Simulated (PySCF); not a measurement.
## Spectroscopy problems

Computational details: PBE0-D3(BJ)/def2-SVP structure, shieldings: GIAO PBE0/pcSseg-1, J: B3LYP/pcJ-1 (spin–dipole term left out of most H,H and C,H couplings), in PySCF (fast rotation and ring inversion assumed for equivalent nuclei, non-relativistic, isolated molecule, one computed conformer).

Referencing at the same level of theory: ¹H and ¹³C vs TMS. Multiplet labels drop J under 1 Hz and among equivalent protons, and merge close values. Unscaled 3J(H,H) run several per cent high. One-bond C–F couplings are unscaled and too large by tens of Hz. Shifts are as computed. Against solution values, carbons near 30 ppm lie about +2 ppm off and those near 130 ppm about +5 ppm. Of 1211 compounds with measured shifts, 218 miss one by over three times the rms of a fit or turn the order of signals round; such compounds aren't used in these exercises.

Question: C7H6O. ¹H NMR (500 MHz, computed): δ 7.24 (d, J = 2.3 Hz, 1H), 6.66 (d, J = 3.8 Hz, 1H), 6.48 (dd, J = 3.8, 2.3 Hz, 1H), 2.17 (s, 3H). ¹³C{¹H} NMR (computed): δ 146.1 (CH), 141.7 (C), 121.9 (CH), 116.0 (CH), 98.5 (C), 75.8 (C), 5.7 (CH3). What is it?

Answer: SMILES CC#Cc1ccco1. Rings plus π bonds: 5 (1 ring in the answer). 7 carbon signals for 7 carbons: no two carbons are equivalent. Carbon types of the structure: 3 × C, 3 × CH, 1 × CH3, which accounts for all hydrogens. δC 146.1: aromatic CH next to the ring oxygen. δC 141.7: substituted aromatic carbon next to the ring oxygen. δC 121.9, 116.0: aromatic CH. δC 98.5, 75.8: alkyne carbon; sp carbons lie upfield of alkene carbons because the cylindrical π system leaves one tensor component strongly shielded. The protons at 6.66 and 6.48 share a coupling of 3.8 Hz (vicinal, an ortho-type coupling).

This is the structure that produced the data.

Question: C6H5F3O. ¹H NMR (400 MHz, computed): δ 7.42 (dd, J = 2.3, 1.5 Hz, 1H), 7.36 (q, J = 1.1 Hz, 1H), 6.72 (dq, J = 2.3, 1.5 Hz, 1H), 2.95 (qd, J = 10.1, 1.0 Hz, 2H). ¹³C{¹H} NMR (computed): δ 147.7 (CH), 145.8 (CH), 130.6 (C, q, J = 341.7 Hz), 120.5 (C, q, J = 2.6 Hz), 117.9 (CH), 33.1 (CH2, q, J = 33.6 Hz). Identify the compound.

Answer: SMILES C1=CC(CC(F)(F)F)=CO1. Rings plus π bonds: 3 (1 ring in the answer). 6 carbon signals for 6 carbons: no two carbons are equivalent. Carbon types of the structure: 2 × C, 3 × CH, 1 × CH2, which accounts for all hydrogens. δC 147.7, 145.8: aromatic CH next to the ring oxygen. δC 130.6: CF3 carbon; 3 electronegative neighbours deshield it. δC 120.5: substituted aromatic carbon. δC 117.9: aromatic CH.

The data come from this structure; uniqueness wasn't tested.
